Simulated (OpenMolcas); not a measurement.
Fe⁴⁺.

```json
{
 "Program": "OpenMolcas",
 "Basis": "ANO-R3 [7s5p5d3f2g1h]",
 "Scalar Hamiltonian": "X2C, finite nucleus",
 "Active space": "4 electrons in 5 orbitals (3d)",
 "State averaging": "2S+1 = 5 even, 5 roots; 2S+1 = 3 even, 45 roots; 2S+1 = 1 even, 50 roots",
 "Spin-orbit coupling": "RASSI with atomic mean-field integrals over the reference wave functions, term energies averaged over their components"
}
```

Two sets of levels on these reference wave functions, in eV above 3d4 5D0: one from CASSCF and one from MS-CASPT2, IPEA 0.25 Eh, imaginary shift 0.1 Eh (closed shells correlated: 3s 3p).

```csv
Level,Set 1,Set 2
3d4 5D0,0.0000,0.0000
3d4 5D1,0.0182,0.0186
3d4 5D2,0.0536,0.0545
3d4 5D3,0.1046,0.1057
3d4 5D4,0.1693,0.1701
3d4 3H4,3.381,3.094
3d4 3H5,3.419,3.134
3d4 3H6,3.462,3.179
3d4 3P0(1),3.617,2.975
3d4 3P1(1),3.725,3.087
3d4 3F2(1),3.894,3.329
3d4 3F3(1),3.904,3.341
3d4 3P2(1),3.915,3.277
3d4 3F4(1),3.923,3.361
3d4 3G3,4.263,3.725
3d4 3G4,4.308,3.771
```

**Question.** Which set is which?

**Answer.** Set 2 is MS-CASPT2. Its levels of the other terms of 3d4 lie at 0.82 to 0.92 of the other set's values, as expected, since terms of lower spin or lower L gain more correlation energy than the Hund ground term. Against 15 measured levels (Corliss and Sugar, J. Phys. Chem. Ref. Data 11, 135 (1982)) the mean absolute deviation is 90 cm-1 with it and 3000 cm-1 without; single levels miss by up to 270 cm-1 with it.

Term energies are means over components that CASPT2 splits; among the terms shown or strongly mixed into the levels shown the widest spread is 260 cm-1 (3d4 3G, MS-CASPT2). Without dynamic correlation excited terms often stand tens of per cent too high (terms of higher spin than the ground term too low), and those without a measured partner can miss by more than the paired ones (holds for CASSCF). Computed and measured levels are paired by configuration, term and J; levels that our copy of the source lacks, or whose pairing is in doubt (as where it misses far off the trend of its configuration), stay unpaired and out of the deviations. Levels of configurations outside the active space are missing. The table leaves out levels that lie high or whose names do not pair safely across all columns.

A number in round brackets counts repeated terms of one configuration in the order of the reference energies.
